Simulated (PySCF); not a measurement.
## Static response to an electric field

C₅H₅NOS.
Cartesian coordinates in Å at the GFN2-xTB level; atoms count from 1:
```
atom  x, y, z in Å
C1     3.4198    0.0161    0.5016
C2     2.2732    0.0407    0.1483
C3     0.9297    0.0877   -0.3775
O4     0.6754    0.2678   -1.5420
N5    -0.0065   -0.1003    0.6264
C6    -1.3730   -0.1232    0.5309
C7    -2.0034    0.0693   -0.7968
S8    -2.2288   -0.3645    1.9029
H9     4.4163   -0.0094    0.8342
H10    0.3494   -0.2404    1.5669
H11   -1.7095    1.0303   -1.2198
H12   -1.6625   -0.6981   -1.4923
H13   -3.0844    0.0246   -0.7005
```

Level: PBE0/def2-SVPD (PySCF), static field, nuclei fixed, core orbitals frozen in the response. The polarisability tensor in these axes (au):

```
x   135.37   4.21 -12.78
y     4.21  59.02  -6.96
z   -12.78  -6.96  99.24
```

**Question.** Give the principal values, the mean and the anisotropy Δα = √{½[(α1 − α2)² + (α2 − α3)² + (α1 − α3)²]}.

**Answer.** Principal values 57.79, 95.94 and 139.89 au; mean 97.87 au = 14.50 Å³ = 16.14 × 10⁻⁴⁰ C²·m²/J; Δα = 71.16 au (73 % of the mean).

**Question.** What is the dipole moment, and where does it point?

**Answer.** (2.73, 0.00, 0.43) D, 2.76 D in size, pointing from the negative to the positive side. Measured along this direction, the outermost atoms are H13 at the negative end and H9 at the positive end.

**Question.** Find the Langevin capture rate constant for H3+ (3.023 u) meeting this molecule (127.009 u), k = 2.342 × 10⁻⁹ cm³/s × √(α in Å³ / reduced mass in u).

**Answer.** The reduced mass is 2.95 u, so k = 5.19 × 10⁻⁹ cm³/s. The formula leaves out the permanent dipole, which adds to the capture rate.

**Question.** In a dilute gas of rigid molecules at 500 K, how does the orientational term μ²/3kT compare with the electronic polarisability?

**Answer.** In Gaussian units μ²/3kT = 36.91 Å³ against 14.50 Å³, a ratio of 2.55; the Debye molar polarisation (4π/3)N_A(α + μ²/3kT) is 129.7 cm³/mol, leaving out the vibrational part.

**Question.** What are the principal values of the traceless quadrupole moment, Θ = ½Σq(3rr − r²1), about the centre of nuclear charge?

**Answer.** -18.29, -0.76, 19.05 D·Å. The values depend on the origin, since the dipole doesn't vanish. The electronic extent ⟨r²⟩ about the same centre is 1368 bohr², a root-mean-square distance of 2.41 Å for the 66 electrons.

The structure is a single GFN2-xTB conformer in the gas phase; no vibrational or solvent corrections.

The run behind these numbers computed excited states as well. Time: 26 s wall; peak memory 0.88 GiB. Hardware: one thread of an Intel Xeon 6975P-C, no GPU, shared host.
